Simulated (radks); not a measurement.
Numerical settings for the molybdenum ion Mo2+, [Kr] 4d4. All-electron calculation, scalar-relativistic Kohn-Sham, PBE, spin-unpolarised, spherical densities, point nucleus. Program: a radial shooting solver on a logarithmic mesh with Libxc functionals. The defaults (mesh step 0.008 in ln r, mesh end at 40 bohr or more with all orbitals vanishing there, Anderson mixing 0.5 over 9 steps, residual threshold near 1e-9 with the energy settled to 1e-9 hartree or 1e-11 of itself, here a cap of 90 iterations) give E = -4047.7980 hartree and 4d at -20.827 eV in 14 iterations. Run on one thread of a shared host, so times are rough (Arm Neoverse V2): 0.1 s of CPU time, 0.1 s wall, 14 iterations on 2486 mesh points. Changes against that run (0 stands for a change within the tolerance of the run):

setting                     iterations  converged  E (mhartree)  e(4d) (meV)  CPU (s)
mesh step in ln r 0.02              14        yes             0            0     0.04
mesh step in ln r 0.08               3         no      diverged            -     0.01
mesh step in ln r 0.2                3         no      diverged            -     0.01
mesh end (bohr) 400                 14        yes             0            0      0.1
mesh end (bohr) 3                   13        yes          +578    +8.09e+03     0.09
residual threshold 0.001             9        yes             0       +0.159     0.07
residual threshold 0.01              9        yes             0       +0.159     0.07
mixing 0.01                         20        yes             0            0     0.13
linear mixing, mixing 0.05          90         no        +0.377        -76.5     0.56
linear mixing, mixing 0.5           30        yes             0            0     0.18
mixing history 3                    15        yes             0            0     0.11
iteration cap 8                      8         no             0       +0.159     0.06

Settings that end as converged yet miss the energy by more than 1 mhartree: mesh end (bohr) 3 (+0.578 hartree). A mesh that ends early acts as a hard wall.
